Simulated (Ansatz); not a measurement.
Calculated with Ansatz (gas phase, PBE0-D4/def2-TZVP geometries, no zero-point term in ΔE). CCSD(T)/CBS adds triple-zeta CCSD(T) − MP2 to the extrapolated MP2 energy (def2 sets, frozen cores). This one scheme is used for every species. Functionals use def2-TZVPP. B3LYP here is the variant with VWN-RPA as its local correlation; programs differ in this. One conformer a species, not always the lowest.

`OCBF` + H₂O → `OBCO` + H–F  (formal hydrolysis of a B–F bond)

```csv
level,ΔE (kcal/mol)
PBE0-D4,-0.5
B3LYP-D4,0.3
MP2/def2-TZVPP,-1.0
MP2/CBS(def2),-0.9
```

Q: What does CCSD(T)/CBS give? (Estimate.)

A: The calculation gave: -0.4 kcal/mol. The listed levels differ from it by -0.1, 0.7, -0.6, -0.5 kcal/mol.

Largest T1 diagnostic among the species: 0.012.

In def2-TZVPP, CCSD(T) changes the Hartree–Fock value by −2.6 kcal/mol (the triples alone add −0.3 kcal/mol) and MP2 by −3.2 kcal/mol.
